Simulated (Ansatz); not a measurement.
Ideal-gas functions of O$_{2}$Se (`O=[Se]=O`) at 500 K and 1 bar, from an Ansatz frequency run at PBE0-D4/def2-TZVP.

Molar mass 110.96 g/mol, point group C2v (symmetry number 2), electronic degeneracy 1, moments of inertia 17.366, 57.419, 74.785 u Å². Harmonic wavenumbers (cm⁻¹, unscaled): 383, 1012, 1052.

Use S(trans) = R[1.5 ln M + 2.5 ln T − 1.1517]; rotational temperatures θ = 24.2544 K / I; S(rot) = R[ln(√π/σ · √(T³/θAθBθC)) + 1.5]; for each mode x = 1.438777 ν̃/T, S = R[x/(eˣ − 1) − ln(1 − e⁻ˣ)] and H = RT x/(eˣ − 1); 1 cm⁻¹ = 0.0119627 kJ/mol; R = 8.31446 J/(mol·K).

Question: By hand: the entropy, in J/(mol·K).

Answer: Translation 178.3. Rotation: θ = 1.3967, 0.4224, 0.3243 K, giving 95.8. Vibration, mode by mode: 7.91, 1.86, 1.69, in all 11.5. Electronic 0.0. Sum 285.6 J/(mol·K).

Question: By hand: H − E and G − E in kJ/mol, counted from the electronic energy.

Answer: Zero-point energy ½ × 2447 × 0.0119627 = 14.6; thermal vibration 3.6; translation, rotation and pV give 4 RT = 16.6. H − E = 34.8 kJ/mol, and G − E = 34.8 − 500 × 285.6/1000 = -108.0 kJ/mol.

Vibration gives 4 % of the entropy.
